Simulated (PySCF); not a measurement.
From one molecule to another.

First species: C3H6S.
Cartesian coordinates in Å at the PBE0-D3(BJ)/def2-TZVP level; atoms count from 1:
```xyz
10
C3H6S angstrom
C      1.2425   -0.6137   -0.6400
C      1.2215    0.2991    0.3276
S     -0.1459    1.0316    1.1028
C     -1.5178    0.2542    0.2576
H      2.1893   -0.9732   -1.0227
H      0.3435   -1.0284   -1.0774
H      2.1508    0.6851    0.7371
H     -1.5186   -0.8248    0.4210
H     -1.4881    0.4685   -0.8121
H     -2.4263    0.6804    0.6824
```

Second species: H8P4Si.
SMILES: `P[Si](P)(P)P`

Levels: B97-2/pcSseg-2 for dipole moment, HOMO energy, LUMO energy and HOMO–LUMO gap; PBE0-D3(BJ)/def2-TZVP for rotational constant A and rotational constant C. Geometries: PBE0-D3(BJ)/def2-TZVP. Each structure is a single optimised conformer of the isolated species, non-relativistic unless stated. Electronic properties by PySCF.

Dipoles, sizes and rotational constants follow the conformer. The torsions of the flexible species, by atom-mapped SMILES:
- `[CH2:1]=[CH:2][S:3][CH3:4]`: C1–C2–S3–C4 0°
- `[PH2:1][Si:2]([PH2:3])([PH2:4])[PH2:5]`: H–P1–Si2–P3 -75°, H–P1–Si2–P3 -168°, H–P3–Si2–P1 -68°, H–P3–Si2–P1 -162°, H–P4–Si2–P1 -78°, H–P4–Si2–P1 -171°, H–P5–Si2–P1 51°, H–P5–Si2–P1 -43°

```
             property    column X   column Y
        dipole moment      1.15 D     1.16 D
          HOMO energy    -6.02 eV   -6.94 eV
          LUMO energy     0.12 eV   -0.80 eV
        HOMO–LUMO gap     6.14 eV    6.14 eV
rotational constant A  10.736 GHz  1.133 GHz
rotational constant C   3.401 GHz  1.056 GHz
```

Task: Which column belongs to which species?

Result: Column X is the first species and column Y the second. The first has 10 atoms and 40 electrons, the second 13 and 82.

Task: How does each property change from the first species to the second?

Result: dipole moment +0.01 D; HOMO energy -0.92 eV; LUMO energy -0.92 eV; HOMO–LUMO gap 0.00 eV; rotational constant A -9.603 GHz; rotational constant C -2.345 GHz.

On the first: The dipole matches unit charges of opposite sign 0.24 Å apart (1 e·Å = 4.8032 D). The structure is a single PBE0-D3(BJ)/def2-TZVP conformer in the gas phase; no vibrational or solvent corrections.

On the second: In atomic units the dipole is 0.45 e·bohr (1 au = 2.5417 D). Isolated species at its PBE0-D3(BJ)/def2-TZVP geometry, gas phase.
